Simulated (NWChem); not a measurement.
## Lowest excitation of C$_{2}$H$_{6}$AlCl

SMILES: [CH3][Al]([CH3])[Cl]
```xyz
10

Al     0.2192    -0.2528     0.2233
C      2.0239    -0.6655    -0.4168
H      2.4251    -1.6027     0.0213
H      2.7218     0.1531    -0.1338
H      2.0642    -0.7473    -1.5224
C     -0.6193    -0.9531     1.8491
H     -1.3074    -1.7880     1.5907
H     -1.2335    -0.1852     2.3628
H      0.1227    -1.3522     2.5712
Cl    -0.9453     1.0895    -0.9639
```
Charge 0, spin multiplicity 1.

All runs are NWChem calculations. The geometry was optimised at PBE/def2-SVP, a minimum by its harmonic frequencies.

Basis set: def2-SVP.

The cost column gives rough processor time relative to CIS; each entry includes its own SCF.

B3LYP has NWChem's definition, with VWN1-RPA local correlation. The structure started from a generated list of species.

| method | lowest vertical singlet excitation energy (eV) | relative cost |
|---|---|---|
| CIS | ? | 1 |
| TD-PBE | ? | under 3 |
| TD-PBE0 | ? | under 3 |
| TD-B3LYP | ? | under 3 |

Q: Some entries are withheld; supply them.

A: 
- CIS, lowest vertical singlet excitation energy (eV): 6.99
- TD-PBE, lowest vertical singlet excitation energy (eV): 5.21
- TD-PBE0, lowest vertical singlet excitation energy (eV): 5.72
- TD-B3LYP, lowest vertical singlet excitation energy (eV): 5.58
